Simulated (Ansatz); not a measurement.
Input for Ansatz (a program for electronic structure): U-CCSD(T)/cc-pV(T+d)Z on BP, 2S+1 = 3, a point of a bond scan (R = 2.350 Å). Files ending in .json are basis or fitting sets from the Basis Set Exchange.

Ansatz 0.2 input:
```yaml
crystal:
  periodic: [false, false, false]
  atoms:
    - {symbol: B, position_ang: [-0.00000000, -0.00000000, -1.30581159]}
    - {symbol: P, position_ang: [0.00000000, 0.00000000, 1.04464927]}
basis:
  gaussian:
    orbitals: cc-pV_T+d_Z.json
magnetization: {spin_polarized: true, initial_magnetization: 2}
correlation: {method: ccsd_t, electrons: outside_noble_gas}
scf: {omitted_lower_state_checks: [cluster_reference]}
```

It printed:

```
WARN ansatz: RAYON_NUM_THREADS=1 ignored (pool sized by the plan → 1); use --threads N
Functional definition: HF
these checks for a lower state are left out or cut short: cluster_reference
integrals: 0.06 GiB planned
417 factors; integrals over basis functions are off by at most 8.7e-4 eV
mean field: 0.11 GiB planned
mean field evaluation 1: about -9937.0689 eV, gradient 1.0e1 eV
mean field evaluation 2: about -9937.0713 eV, gradient 1.0e1 eV
mean field evaluation 4: about -9938.4897 eV, gradient 2.2e0 eV
mean field evaluation 8: about -9938.6929 eV, gradient 4.3e-1 eV
mean field evaluation 16: about -9939.1434 eV, gradient 1.6e-1 eV
mean field evaluation 32: about -9939.6621 eV, gradient 3.4e-5 eV
mean field evaluation 64: about -9939.5519 eV, gradient 9.4e-2 eV
mean field evaluation 96: about -9938.5032 eV, gradient 8.9e-7 eV
mean field evaluation 128: about -9938.9143 eV, gradient 3.0e-6 eV
mean field evaluation 160: about -9939.6607 eV, gradient 2.9e-1 eV
mean field evaluation 192: about -9938.2552 eV, gradient 1.2e0 eV
mean field evaluation 224: about -9938.6214 eV, gradient 4.4e-1 eV
mean field -9939.66207436 eV, -365.2758438878 hartree, gradient 2.8e-6 eV, S^2 2.432986; 20 other end points of the search recorded, 0 dependent functions left out
6 core orbitals not correlated
reference -9939.66207436 eV, -365.2758438878 hartree; 5, 3 occupied and 58, 60 virtual orbitals, 417 factors
second order -4.06331924 eV of doubles, -0.00000000 eV of singles
coupled cluster: 0.17 GiB planned
cycle   1  -4.71316448 eV  change   -6.5e-1 eV  update   9.0e-2
cycle   2  -5.07019840 eV  change   -3.6e-1 eV  update   5.1e-2
cycle   3  -5.17513512 eV  change   -1.0e-1 eV  update   3.5e-2
cycle   4  -5.23409257 eV  change   -5.9e-2 eV  update   2.6e-2
cycle   5  -5.29347028 eV  change   -5.9e-2 eV  update   2.0e-2
cycle   6  -5.32295788 eV  change   -2.9e-2 eV  update   1.3e-2
cycle   7  -5.33821669 eV  change   -1.5e-2 eV  update   9.8e-3
cycle   8  -5.34913990 eV  change   -1.1e-2 eV  update   7.7e-3
cycle   9  -5.35505182 eV  change   -5.9e-3 eV  update   6.2e-3
cycle  10  -5.36161177 eV  change   -6.6e-3 eV  update   4.8e-3
cycle  11  -5.36669591 eV  change   -5.1e-3 eV  update   3.0e-3
cycle  12  -5.36956886 eV  change   -2.9e-3 eV  update   1.6e-3
cycle  13  -5.36855195 eV  change    1.0e-3 eV  update   8.4e-4
cycle  14  -5.36861200 eV  change   -6.0e-5 eV  update   4.6e-4
cycle  15  -5.36859375 eV  change    1.8e-5 eV  update   2.7e-4
cycle  16  -5.36873247 eV  change   -1.4e-4 eV  update   1.5e-4
cycle  17  -5.36871220 eV  change    2.0e-5 eV  update   8.4e-5
cycle  18  -5.36866954 eV  change    4.3e-5 eV  update   3.7e-5
cycle  19  -5.36864832 eV  change    2.1e-5 eV  update   1.7e-5
cycle  20  -5.36863404 eV  change    1.4e-5 eV  update   9.2e-6
cycle  21  -5.36862350 eV  change    1.1e-5 eV  update   4.7e-6
cycle  22  -5.36861734 eV  change    6.2e-6 eV  update   2.3e-6
coupled cluster: 0.17 GiB planned
perturbative correction -0.28610032 eV, -0.0105139930 hartree
Total energy: -9945.31679203 eV, -365.4836509292 hartree
Checks for a lower state left out: cluster_reference
```

The calculation finished and met its thresholds. Its determinant has ⟨S²⟩ = 2.43, a mixture of spin states.

Cost: roughly 6 core-seconds.
